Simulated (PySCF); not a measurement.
# Excitation energy of C²⁺ by level of theory

C²⁺ [He] 2s2 (1S) → C²⁺ [He] 2s1 3d1 (3D), as a difference of total energies. All numbers are calculated (PySCF 2.14, the spin-free X2C one-electron Hamiltonian (Gaussian nucleus), in x2c-QZVPPall with one added diffuse shell each of s, p, d, f type (8s5p4d3f1g, 73 functions)). Correlated levels: valence: 1s2 frozen; valence and next inner shell: nothing frozen. The calculations carry no spin-orbit coupling.

```csv
method,excitation energy (cm⁻¹)
UHF,255690
LDA,256370
PBE,255650
PBE0,257500
r2SCAN,255750
MN15,259390
LC-wPBE,261320
B3LYP,258570
M06-L,255500
MP2 (valence),264440
SCS-MP2 (valence),267170
MP2 (valence and next inner shell),264640
SCS-MP2 (valence and next inner shell),267350
```

The promoted electron is Rydberg-like, and one or two diffuse shells describe it only roughly, which tends to raise the upper state.
